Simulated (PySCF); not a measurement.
# Ta⁶³⁺: ionisation energy

Ta⁶³⁺ [Ne] (1S) → Ta⁶⁴⁺ [He] 2s2 2p5 (2P), as a difference of total energies. Calculation: PySCF 2.14, in an uncontracted even-tempered set (18 s from 42 bohr⁻², ratio 2.2; 13 p from 54 bohr⁻², ratio 2.2; 6 d from 210 bohr⁻², ratio 2.4; 5 f from 320 bohr⁻², ratio 2.4; 4 g from 480 bohr⁻², ratio 2.4); scalar relativity by spin-free X2C-1e. Correlated levels: nothing frozen; virtual orbitals above 40 to 60 times the deepest correlated orbital energy dropped. The calculations carry no spin-orbit coupling.

| method | ionisation energy (eV) |
| --- | --- |
| UHF | 15556.8 |
| LDA | 15550.1 |
| PBE | 15551.8 |
| PBE0 | 15553.5 |
| r2SCAN | 15558.0 |
| TPSSh | 15552.8 |
| r2SCANh | 15558.1 |
| MP2 (all electrons) | 15558.7 |
| SCS-MP2 (all electrons) | 15558.5 |

A first-order spin-orbit estimate (lowest level to lowest level, LS coupling) adds -404.4 eV.

For this ion Breit and QED terms and the two-electron picture change, all absent here, outweigh the differences among the correlated methods.

For comparison: 15137 ± 19 eV (theoretical estimate listed by NIST; NIST Atomic Spectra Database, ionization energies).
